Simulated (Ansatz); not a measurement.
Stretching the N6–H7 bond in CH5NSn (SMILES [CH3][Sn][NH2]) (multiplicity 1 held, fragments rigid). Energies count from the point at 1.010 Å.
Geometry at that point (charge 0, multiplicity 1):
```xyz
8

Sn    -0.210    -0.004     0.355
C      0.845     1.522    -0.858
H      0.794     2.510    -0.400
H      0.396     1.573    -1.853
H      1.894     1.239    -0.970
N      0.235    -1.489    -0.960
H      0.764    -1.366    -1.811
H     -0.049    -2.449    -0.840
```

U- levels take the lowest unrestricted solution at each point, which mixes spins at long bonds. Active spaces are followed from a long bond inwards. Levels need not reach the same state.

Cores are frozen in the correlated methods. Filled d and f shells under p-block atoms count as core.

Codes used: Ansatz (Gaussian orbitals). Each number belongs to the level named beside it. In def2 rows elements past Kr take small-core potentials, without spin–orbit coupling.

Energies in eV.

```tsv
R (Å)	U-HF/def2-SVP	U-SCS-MP2/def2-SVP	FIC-MRCISD on CASSCF(2,2)/def2-SVP	FIC-MRCISD+Q on CASSCF(2,2)/def2-SVP
0.808	1.49	1.63	1.61	1.63
0.909	0.27	0.34	0.34	0.34
1.010	0.00	0.00	0.00	0.00
1.111	0.24	0.17	0.17	0.16
1.212	0.73	0.59	0.59	0.58
1.364	1.69	1.43	1.41	1.40
1.515	2.68	2.45	2.24	2.23
1.768	3.61	4.26	3.40	3.39
2.020	3.94	4.86	4.18	4.17
2.324	4.07	5.15	4.70	4.69
2.728	4.09	5.35	5.00	4.98
3.233	4.09	5.39	5.13	5.13
```

Doubts at one or more of the structures used: a spin-contaminated determinant (U-HF/def2-SVP, U-SCS-MP2/def2-SVP).

Ansatz is a quantum-chemistry and plane-wave program.
